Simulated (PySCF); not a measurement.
## `C#C[C@@H]1NC[C@@H]1CC#N`, C7H8N2

Geometry:
```json
{"atom": "C1", "x (Å)": "2.262", "y (Å)": "-1.026", "z (Å)": "1.721"}
{"atom": "C2", "x (Å)": "1.780", "y (Å)": "-0.459", "z (Å)": "0.782"}
{"atom": "C3", "x (Å)": "1.174", "y (Å)": "0.214", "z (Å)": "-0.344"}
{"atom": "N4", "x (Å)": "0.693", "y (Å)": "1.574", "z (Å)": "-0.062"}
{"atom": "C5", "x (Å)": "-0.546", "y (Å)": "1.336", "z (Å)": "-0.800"}
{"atom": "C6", "x (Å)": "-0.279", "y (Å)": "-0.176", "z (Å)": "-0.722"}
{"atom": "C7", "x (Å)": "-1.032", "y (Å)": "-0.873", "z (Å)": "0.408"}
{"atom": "C8", "x (Å)": "-2.431", "y (Å)": "-0.989", "z (Å)": "0.088"}
{"atom": "N9", "x (Å)": "-3.538", "y (Å)": "-1.072", "z (Å)": "-0.185"}
{"atom": "H10", "x (Å)": "2.699", "y (Å)": "-1.517", "z (Å)": "2.538"}
{"atom": "H11", "x (Å)": "1.849", "y (Å)": "0.141", "z (Å)": "-1.211"}
{"atom": "H12", "x (Å)": "1.280", "y (Å)": "2.342", "z (Å)": "-0.364"}
{"atom": "H13", "x (Å)": "-1.434", "y (Å)": "1.702", "z (Å)": "-0.279"}
{"atom": "H14", "x (Å)": "-0.554", "y (Å)": "1.712", "z (Å)": "-1.830"}
{"atom": "H15", "x (Å)": "-0.387", "y (Å)": "-0.729", "z (Å)": "-1.656"}
{"atom": "H16", "x (Å)": "-0.622", "y (Å)": "-1.873", "z (Å)": "0.576"}
{"atom": "H17", "x (Å)": "-0.922", "y (Å)": "-0.294", "z (Å)": "1.329"}
```

Computed, not measured: TDDFT B3LYP/def2-SVPD circular dichroism and optical rotation, one conformer, gas phase (PySCF). Geometry: GFN2-xTB.

The molecule is flexible and this is one conformer; a measurement averages over conformers. States above about 7.0 eV lie in this functional's continuum (it starts at minus the energy of the highest occupied orbital, well below the true ionisation energy for most functionals) and depend on the basis.

(1) Draw the ECD and absorption spectra from the lowest 8 states, each a Gaussian of half-width 0.2 eV at 1/e height.

Answers

(1) 
```tsv
E (eV)	λ (nm)	Δε (L mol⁻¹ cm⁻¹)	ε (L mol⁻¹ cm⁻¹)
5.28	235	+0.01	0.0905
5.38	230	+0.09	0.886
5.48	226	+0.53	5.61
5.58	222	+1.88	25.3
5.68	218	+4.13	91.7
5.78	214	+5.94	274
5.88	211	+6.19	600
5.98	207	+5.29	867
6.08	204	+3.75	795
6.18	201	+2.14	491
6.28	197	+1.33	281
6.38	194	+1.29	278
6.48	191	+0.83	469
6.58	188	-1.83	829
6.68	186	-6.54	1170
6.78	183	-9.58	1220
```
Δε uses R in velocity form, ε uses f in length form. Only the states computed contribute, so the short-wavelength end is incomplete.
